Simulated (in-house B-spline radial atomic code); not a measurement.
Eu²⁺. Computed with a B-spline radial atomic code. Model: all-electron spherical atom, spin shells full or empty, radial basis limit, no spin-orbit coupling, Breit or QED, empty-state partial waves extrapolated as (l+1/2)^-4, RPA, G0W0 and static COHSEX of the highest shell as one setting changes (uncorrelated shells keep exact exchange).

Empty levels are discrete states of a finite basis, so the steps are uneven.

Without the two-electron picture change, core correlation of heavy ions comes too large.

Given: element Eu; charge 2; filled core Xe; hamiltonian one-electron scalar X2C; mean-field start PBE0; highest l of empty states 9; nuclear rms radius 5.1115 fm; lowest nl shells left uncorrelated 10; highest mean-field shell 4f up; box radius 17.55 bohr.

Shell: 4f 7 0 (electrons up and down).

| highest empty level kept (hartree) | RPA correlation energy (hartree) | G0W0 level (eV) | G0W0 minus most complete (meV) | COHSEX level (eV) | linearised minus solved G0W0 (meV) |
| --- | --- | --- | --- | --- | --- |
| 3 | -0.36982 | -23.639 | 1345.6 | -24.896 | -31.2 |
| 6 | ? | ? | ? | ? | ? |
| 10.5 | -0.58485 | -24.34 | 645.3 | -27.095 | -44.7 |
| 18 | -0.63944 | -24.56 | 425 | -27.883 | -50 |
| 30 | -0.68538 | -24.788 | 197.1 | -28.789 | -56.1 |
| 54 | -0.70606 | -24.891 | 94.2 | -29.234 | -58.9 |
| 90 | ? | ? | ? | ? | ? |
| 180 | -0.72182 | -24.976 | 9.1 | -29.692 | -61.4 |
| 360 | -0.7231 | -24.983 | 1.8 | -29.731 | -61.6 |
| 750 | -0.7234 | -24.985 | 0.1 | -29.74 | -61.6 |
| 1800 | -0.72342 | -24.985 | 0 | -29.741 | -61.6 |
| 6000 | -0.72342 | -24.985 | 0 | -29.741 | -61.6 |

Question: What follows for highest empty level kept = 6?

Answer: RPA correlation energy -0.49514 hartree; G0W0 level -23.999 eV; G0W0 minus most complete 986 meV; COHSEX level -26.026 eV; linearised minus solved G0W0 -37.3 meV.

Question: What follows for highest empty level kept = 90?

Answer: RPA correlation energy -0.71683 hartree; G0W0 level -24.948 eV; G0W0 minus most complete 36.9 meV; COHSEX level -29.528 eV; linearised minus solved G0W0 -60.6 meV.
